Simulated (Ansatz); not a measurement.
Cost and result up the ladder for Ge(vinyl)3(nBu) (C₁₀H₁₈Ge) (29 atoms). The state is a singlet with charge 0. Geometry: PBE0-D4/def2-SVP.

```xyz
29

Ge   -0.7047    0.4673   -0.5212
C    -1.5217    2.2301   -0.4178
C    -1.9712    2.8921   -1.4883
H    -1.6261    2.6974    0.5705
H    -1.8918    2.4720   -2.4979
H    -2.4357    3.8822   -1.4098
C    -0.2067    0.1081   -2.3686
C    -0.8984   -0.7066   -3.1714
H     0.6835    0.6097   -2.7716
H    -1.7962   -1.2300   -2.8217
H    -0.6033   -0.8911   -4.2111
C    -2.0112   -0.8624    0.0397
C    -3.3153   -0.5985    0.1624
H    -1.6610   -1.8809    0.2535
H    -3.7222    0.3985   -0.0449
H    -4.0383   -1.3627    0.4719
C     0.8884    0.3832    0.6188
C     1.5721   -0.9814    0.6124
C     2.8687   -1.0461    1.4183
C     2.6952   -0.8080    2.9108
H     1.5863    1.1649    0.2704
H     0.5832    0.6727    1.6380
H     0.8738   -1.7469    0.9979
H     1.7884   -1.2770   -0.4291
H     3.3326   -2.0350    1.2603
H     3.5832   -0.3102    1.0074
H     3.6504   -0.9136    3.4474
H     2.3116    0.2019    3.1241
H     1.9864   -1.5294    3.3499
```

Ansatz on 4 threads of Arm Neoverse V1 on a shared host. Times are rough, and most runs start from the orbitals of an earlier one. PBE0-D4/def2-TZVP serves as the yardstick here, not as an exact answer. Differences are given only for rows in sets of like size (and for xTB, whose basis is part of the method), since another set adds its own error. Binding counts from free atoms at the same level (Ge triplet, C triplet, H doublet; other spins of the atoms weren't run), without zero-point energy or a counterpoise term.

The 6-31G sets use Cartesian d functions. B3LYP takes the VWN-RPA correlation. Correlated methods freeze 19 core orbitals; core or outer-core shells of Ge are correlated, in sets that lack core-valence functions. The rows differ in basis, and correlated rows in double-zeta sets carry the largest basis error.

Correlated methods converge slowly with the basis, most of all in double-zeta sets.

| level | functions | wall time | binding energy per atom (eV) | difference from PBE0-D4/def2-TZVP (eV) |
| --- | --- | --- | --- | --- |
| HF/STO-3G | 86 | 0.85 s | 3.95 | – |
| HF/6-31G | 155 | 2.8 s | 3.05 | – |
| B3LYP-D4/6-31G | 155 | 5 s | 4.18 | – |
| PBE-D4/def2-SVP | 262 | 5.5 s | 4.33 | – |
| PBE0-D4/def2-SVP | 262 | 10 s | 4.28 | – |
| MP2/def2-SVP | 262 | 11 s | 4.09 | – |
| PBE-D4/def2-TZVP | 466 | 11 s | 4.30 | 0.06 |
| HF/def2-TZVP | 466 | 21 s | 3.15 | -1.09 |
| r2SCAN-D4/def2-TZVP (with forces) | 466 | 23 s | 4.22 | -0.02 |
| B3LYP-D4/def2-TZVP | 466 | 23 s | 4.21 | -0.03 |
| PBE0-D4/def2-TZVP | 466 | 25 s | 4.24 | 0.00 |
